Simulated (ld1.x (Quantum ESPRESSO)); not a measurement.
Configuration tests for cerium (Ce) (PAW)

ld1.x (Quantum ESPRESSO) 7.5 input, shortened:

```
&input
   title='Ce', zed=58., rel=1, dft='BLYP', iswitch=3,
   config='[Xe] 4f1 5d1 6s1 6p1'
 /
 &inputp
   pseudotype=3, lpaw=.true., tm=.true., lloc=-1, rcloc=1.70,
   nlcc=.true., new_core_ps=.true.,
   which_augfun='BESSEL', rmatch_augfun=1.90
 /
6
5S  1  0   2.00   0.00  1.95  2.40  0.0
6S  2  0   1.00   0.00  1.95  2.40  0.0
5P  2  1   6.00   0.00  2.60  3.30  0.0
6P  3  1   1.00   0.00  2.60  3.30  0.0
5D  3  2   1.00   0.00  1.85  2.20  0.0
5D  3  2   0.00   0.02  1.85  2.20  0.0
 &test
   configts(1)='5s2 5p6 5d1 6s1 6p1'
 /
```

Energies are relative to the spin-unpolarised reference configuration 5s2 5p6 5d1 6s1 6p1; without spin polarisation the order of configurations can differ from experiment. Not all tests gave a result: test run stopped at test 4 of 7 (negative rho).

Its overlap operator is not positive definite in a basis up to 400 Ry (lowest eigenvalue s -0.93, p -0.47), so the file is unfit for use: the generalised eigenproblem breaks down once the basis is large enough, and its test numbers describe a broken file.

```csv
valence configuration,charge,ΔE all-electron (eV),error AE − PS (meV)
5s2 5p6 5d1 6s2 6p0,0,-2.476,-0.9
5s2 5p6 5d1 6s1 6p0,+1,3.503,+0.4
5s2 5p6 5d1 6s0 6p0,+2,14.663,+5.4
```

Levels in the configuration 5s2 5p6 5d1 6s1 6p0:

```tsv
level	all-electron (eV)	pseudo (eV)
5s	-46.306	-46.246
5p	-28.885	-28.855
5d	-8.427	-8.414
6s	-8.481	-8.477
```

The ghost test of this file was not conclusive.
